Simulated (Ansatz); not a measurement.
Br2H2O2Ti (`[OH][Ti]([OH])([Br])[Br]`). Total charge 0; spin multiplicity 1. All single points use the PBE0-D4/def2-TZVP geometry. It is one conformer, not always the lowest.

```xyz
7

O    -0.898   -0.788   -0.880
Ti   -0.019    0.185    0.288
O     1.682    0.267   -0.178
Br   -0.953    2.347    0.337
Br   -0.234   -0.796    2.418
H    -1.773   -1.122   -1.081
H     2.195   -0.094   -0.904
```

Question: What is the dipole moment at PBE/def2-TZVPP? (An estimate is asked.)

Answer: Computed: 3.19 D, with components (0.04, -1.75, -2.67) D in this frame, pointing from negative to positive charge.

Question: And with r2SCAN, B3LYP, ωB97M-V? (An estimate is asked.)

Answer: Computed: r2SCAN 3.29 D, B3LYP 3.20 D, ωB97M-V 3.38 D.

Question: Give the Mulliken charges with PBE, ωB97M-V, B3LYP in def2-TZVPP. (Estimate.)

Answer: Ansatz gave: 
```
atom    PBE  ωB97M-V  B3LYP
  O1  -0.40    -0.42  -0.45
 Ti2   0.74     0.75   0.88
  O3  -0.39    -0.40  -0.44
 Br4  -0.17    -0.16  -0.19
 Br5  -0.17    -0.16  -0.19
  H6   0.21     0.19   0.20
  H7   0.20     0.19   0.20
```

B3LYP here is the variant with VWN-RPA as its local correlation; programs differ in this.
